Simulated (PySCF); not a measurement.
# Two-component Hartree-Fock for Pt⁺ (platinum, charge +1)

Start: [Xe] 4f14 5d8 6s1; 5d3/2 filled at m_j = -1/2, +1/2, +3/2; 5d5/2 filled at m_j = -3/2, -1/2, +1/2, +3/2, +5/2; 6s1/2 filled at m_j = +1/2. Calculated with PySCF 2.14 in x2c-TZVPall-2c with one added diffuse shell each of s, p, d type (12s12p11d2f, 117 functions): generalised Hartree-Fock with the X2C-1e Hamiltonian and a Gaussian nucleus; spin-orbit coupling (SO) screened by Boettger's factors. This is a chosen level, not necessarily the ground level.

| spinor shell | electrons | ε, screened SO (eV) | weight of nominal j (screened SO) | rms radius, screened SO (bohr) |
| --- | --- | --- | --- | --- |
| 1s1/2 | 2 | -78814.2 | 1.000 | 0.0194 |
| 2s1/2 | 2 | -14001.3 | 1.000 | 0.0782 |
| 2p1/2 | 2 | -13396.9 | 1.000 | 0.0663 |
| 2p3/2 | 4 | -11662.2 | 1.000 | 0.0741 |
| 3s1/2 | 2 | -3364.1 | 1.000 | 0.200 |
| 3p1/2 | 2 | -3093.5 | 1.000 | 0.191 |
| 3p3/2 | 4 | -2706.4 | 1.000 | 0.207 |
| 3d3/2 | 4 | -2261.2 | 1.000 | 0.182 |
| 3d5/2 | 6 | -2178.1 | 1.000 | 0.186 |
| 4s1/2 | 2 | -767.44 | 1.000 | 0.441 |
| 4p1/2 | 2 | -651.58 | 1.000 | 0.447 |
| 4p3/2 | 4 | -558.08 | 1.000 | 0.480 |
| 4d3/2 | 4 | -368.07 | 1.000 | 0.496 |
| 4d5/2 | 6 | -349.92 | 1.000 | 0.508 |
| 5s1/2 | 2 | -131.28 | 1.000 | 1.02 |
| 4f5/2 | 6 | -104.50 | 0.998 | 0.564 |
| 4f7/2 | 8 | -100.94 | 0.999 | 0.565 |
| 5p1/2 | 2 | -92.827 | 0.995 | 1.12 |
| 5p3/2 | 4 | -75.673 | 0.998 | 1.21 |
| 5d5/2 | 5 | -22.207 | 0.709 | 1.72 |
| 5d3/2 | 3 | -23.476 | 0.818 | 1.68 |
| 6s1/2 | 1 | -16.908 | 0.999 | 2.89 |

| quantity | screened SO |
| --- | --- |
| E (hartree) | -18426.36480 |
| M_J | 9/2 |
| ⟨J²⟩ | 24.758 |
| ⟨L²⟩ | 12.367 |
| ⟨S²⟩ | 3.839 |

Each row is a mean over spinors that exchange with the open shell spreads, by up to 6.662 eV (5p3/2).

Rows whose weight is well below 1 are mixtures of j = l ± 1/2: exchange outweighs spin-orbit coupling there, and the label is only the starting occupation.

Breit and QED terms are absent; they matter most for the inner s and p1/2 levels.

Densities and radii are taken from the X2C orbitals without a picture-change correction, which distorts them close to the nucleus.
